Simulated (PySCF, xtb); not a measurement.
C6H7, SMILES [C]1=CCCC=C1, multiplicity 2. The values are those of a single conformer.

Harmonic wavenumbers (cm⁻¹) from xtb with GFN2-xTB at its own minimum, in rising order: 178, 234, 440, 474, 522, 700, 715, 764, 874, 892, 918, 960, 1014, 1030, 1092, 1126, 1148, 1186, 1216, 1286, 1319, 1332, 1455, 1464, 1582, 1701, 2901, 2929, 2978, 2989, 3061, 3080, 3090.

Problem. What does PBE-D3(BJ)/def2-SVP run with PySCF give at its own minimum? (An estimate is asked for; the answer gives what the named calculation found.)

Solution. 196, 262, 445, 511, 531, 663, 676, 719, 840, 914, 924, 930, 978, 985, 1045, 1113, 1122, 1177, 1219, 1283, 1309, 1349, 1379, 1392, 1574, 1647, 2910, 2928, 3024, 3024, 3095, 3099, 3116. Paired by order, the mean absolute difference is 27 cm⁻¹ and the zero-point energies are 66.7 and 66.3 kcal/mol.
